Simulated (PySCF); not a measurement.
H3B, triplet, geometry from GFN2-xTB of the parent state (a higher spin typed on purpose: for a closed-shell molecule this is an excited state); MP2/cc-pVDZ run with PySCF.

The PySCF input:
```python
from pyscf import gto, scf, mp

mol = gto.M(
    atom='''
B    -0.02295689    0.11293440    0.07973905
H    -1.12938022   -0.24504002   -0.38859424
H     0.47162964   -0.77145882    0.81790375
H     0.77253505    0.45182687   -0.82800475
''',
    basis='cc-pvdz',
    spin=2,
    verbose=4,
)

mf = scf.UHF(mol)
mf.kernel()

pt = mp.MP2(mf)
pt.kernel()
print('E(MP2) = %.10f' % pt.e_tot)
```

**Question.** Predict the main parts of the log of this PySCF run.

**Answer.** 
```
PySCF version 2.14.0

[INPUT] verbose = 4
[INPUT] num. atoms = 4
[INPUT] num. electrons = 8
[INPUT] charge = 0
[INPUT] spin (= nelec alpha-beta = 2S) = 2
[INPUT] symmetry False subgroup None
[INPUT] Mole.unit = angstrom
[INPUT] Symbol           X                Y                Z      unit          X                Y                Z       unit  Magmom
[INPUT]  1 B     -0.022956890000   0.112934400000   0.079739050000 AA   -0.043382234772   0.213415086042   0.150684965933 Bohr   0.0
[INPUT]  2 H     -1.129380220000  -0.245040020000  -0.388594240000 AA   -2.134219306301  -0.463058527358  -0.734336687184 Bohr   0.0
[INPUT]  3 H      0.471629640000  -0.771458820000   0.817903750000 AA    0.891250851827  -1.457845886180   1.545614083755 Bohr   0.0
[INPUT]  4 H      0.772535050000   0.451826870000  -0.828004750000 AA    1.459879666127   0.853829040019  -1.564702207339 Bohr   0.0

nuclear repulsion = 7.09753913877213
number of shells = 14
number of NR pGTOs = 47
number of NR cGTOs = 29
basis = cc-pvdz
ecp = {}

******** <class 'pyscf.scf.uhf.UHF'> ********
method = UHF
initial guess = minao
damping factor = 0
level_shift factor = 0
DIIS = <class 'pyscf.scf.diis.CDIIS'>
diis_start_cycle = 1
diis_space = 8
diis_damp = 0
SCF conv_tol = 1e-09
SCF conv_tol_grad = None
SCF max_cycles = 50
direct_scf = True
direct_scf_tol = 1e-13
number electrons alpha = 5  beta = 3
Set gradient conv threshold to 3.16228e-05
init E= -26.0380543015297

cycle= 1 E= -26.173295847832  delta_E= -0.135  |g|= 0.167  |ddm|= 1.08
cycle= 2 E= -26.2046881861085  delta_E= -0.0314  |g|= 0.0564  |ddm|= 0.249
cycle= 3 E= -26.2094617472006  delta_E= -0.00477  |g|= 0.0236  |ddm|= 0.0811
cycle= 4 E= -26.2107786071023  delta_E= -0.00132  |g|= 0.011  |ddm|= 0.0498
cycle= 5 E= -26.2112505072137  delta_E= -0.000472  |g|= 0.00593  |ddm|= 0.0351
cycle= 6 E= -26.2114356849545  delta_E= -0.000185  |g|= 0.00262  |ddm|= 0.0286
cycle= 7 E= -26.2114716753865  delta_E= -3.6e-05  |g|= 0.000736  |ddm|= 0.0157
cycle= 8 E= -26.2114735131595  delta_E= -1.84e-06  |g|= 0.000351  |ddm|= 0.00369
cycle= 9 E= -26.2114740990071  delta_E= -5.86e-07  |g|= 0.000204  |ddm|= 0.00203
cycle= 10 E= -26.2114743432493  delta_E= -2.44e-07  |g|= 0.000183  |ddm|= 0.000682
cycle= 11 E= -26.2114747386111  delta_E= -3.95e-07  |g|= 0.000162  |ddm|= 0.000976
cycle= 12 E= -26.2114756136589  delta_E= -8.75e-07  |g|= 0.000112  |ddm|= 0.00276
cycle= 13 E= -26.211476184535  delta_E= -5.71e-07  |g|= 4.5e-05  |ddm|= 0.00344
cycle= 14 E= -26.2114762499989  delta_E= -6.55e-08  |g|= 1.15e-05  |ddm|= 0.00142
cycle= 15 E= -26.2114762512004  delta_E= -1.2e-09  |g|= 3.69e-06  |ddm|= 0.000187
cycle= 16 E= -26.2114762512357  delta_E= -3.53e-11  |g|= 1.2e-06  |ddm|= 2.22e-05
Extra cycle  E= -26.2114762512383  delta_E= -2.59e-12  |g|= 7.43e-07  |ddm|= 3.22e-06
converged SCF energy = -26.2114762512383  <S^2> = 2.0088256  2S+1 = 3.005878

******** <class 'pyscf.mp.ump2.UMP2'> ********
nocc = (np.int64(5), np.int64(3)), nmo = (29, 29)
E(UMP2) = -26.2967649147696  E_corr = -0.0852886635313154
E(SCS-UMP2) = -26.3013862164945  E_corr = -0.0899099652562021
E_corr(same-spin) = -0.0143497280554342
E_corr(oppo-spin) = -0.0709389354758811
E(MP2) = -26.2967649148
```
